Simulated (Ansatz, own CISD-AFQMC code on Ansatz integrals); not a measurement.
H2B2Si, SMILES `B1=[SiH]B1` (charge 0, multiplicity 1).

Cartesian coordinates (Å):
```xyz
5

B     -0.2910     1.3511     0.0805
Si     0.9849     0.1225     0.0153
B     -1.0607     0.0315    -0.0080
H      2.2344    -0.6798    -0.0230
H     -1.8676    -0.8252    -0.0648
```
Charge 0, spin multiplicity 1.

Frozen-core energies in cc-pVTZ from Ansatz (a program for electronic structure) at a geometry from B3LYP-D3(BJ)/def2-TZVP; the HF reference has <S^2> = 0.00 (restricted, and unstable towards unrestricted orbitals) and the T1 diagnostic is 0.021.

```json
[
 {"level": "HF", "energy (Ha)": "-339.31870", "difference from CCSDT(Q) (mHa)": "365.50"},
 {"level": "MP2", "energy (Ha)": "-339.63476", "difference from CCSDT(Q) (mHa)": "49.43"},
 {"level": "CCSD", "energy (Ha)": "-339.65707", "difference from CCSDT(Q) (mHa)": "27.12"},
 {"level": "CCSD(T)", "energy (Ha)": "-339.68130", "difference from CCSDT(Q) (mHa)": "2.90"},
 {"level": "CCSDT", "energy (Ha)": "-339.68186", "difference from CCSDT(Q) (mHa)": "2.34"},
 {"level": "phaseless AFQMC, CISD trial (own CISD-AFQMC code on Ansatz integrals; ±0.40 mHa)", "energy (Ha)": "-339.68240", "difference from CCSDT(Q) (mHa)": "1.79"},
 {"level": "CCSDT(Q)", "energy (Ha)": "-339.68420", "difference from CCSDT(Q) (mHa)": "0.00"}
]
```
